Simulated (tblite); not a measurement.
A tight-binding relaxation on `C=CCP(CC)PC=C`.

Computed with GFN2-xTB geometry optimisation, gas phase (tblite 0.8.0). Start geometry: from a force field or distance geometry. A driver script takes a list of jobs; this job's settings line and coordinates (Å) are shown.

Command:
```bash
OMP_NUM_THREADS=1 python probes_run.py task.json out
```

Input:
```
{"job": {"kind": "relax", "xc": "GFN2-xTB", "basis": "xTB"}, "charge": 0, "multiplicity": 1}
C     -1.810800    -2.753700     0.884400
C     -0.626700    -2.147200     0.950000
C      0.005500    -1.364400    -0.150200
P      0.149300     0.311200     0.589500
C     -1.557700     0.957100     0.328100
C     -1.722300     2.390100     0.805900
P      1.104900     1.285300    -1.249500
C      2.861000     0.792800    -0.915400
C      3.419200    -0.196700    -1.634100
H     -2.446800    -2.676100     0.004200
H     -2.204200    -3.332500     1.718400
H     -0.036900    -2.290500     1.868800
H      0.966800    -1.792500    -0.384600
H     -0.615400    -1.368800    -1.061300
H     -2.264400     0.342000     0.882000
H     -1.849000     0.890900    -0.721300
H     -1.474700     2.484200     1.876600
H     -2.755100     2.711600     0.673200
H     -1.077600     3.090000     0.263500
H      1.171300     2.598400    -0.717200
H      3.433300     1.300900    -0.149900
H      4.441700    -0.485600    -1.450000
H      2.883900    -0.719300    -2.400900
```

Output:
```
step      E/eV     max force
  0    -737.08091    1.864
  1    -737.18348    1.158
  2    -737.23920    0.484
  3    -737.25553    0.298
  4    -737.26868    0.310
  5    -737.28424    0.324
  6    -737.29530    0.361
  7    -737.30316    0.260
  8    -737.30824    0.158
  9    -737.31129    0.123
... (82 lines left out)
 92    -737.32970    0.024
 93    -737.32978    0.037
 94    -737.32990    0.040
 95    -737.33001    0.024
 96    -737.33007    0.017
 97    -737.33012    0.017
 98    -737.33017    0.024
 99    -737.33021    0.019
100    -737.33025    0.011
101    -737.33026    0.010
```

«max force» is the largest atomic force in eV/Å.

Question: From which step on does the largest force stay under 0.1 eV/Å, and how much energy is left to gain from there?

Answer: From step 10 (0.082 eV/Å), 17.0 meV above the end.

Main results: energy lowered by 5.8 kcal/mol over 101 steps; largest atomic force 0.010 eV/Å at the end.

Hardware: one thread, Arm Neoverse V1, on a shared host.
Labels such as C1 count atoms from 1, the log's own numbers from 0.
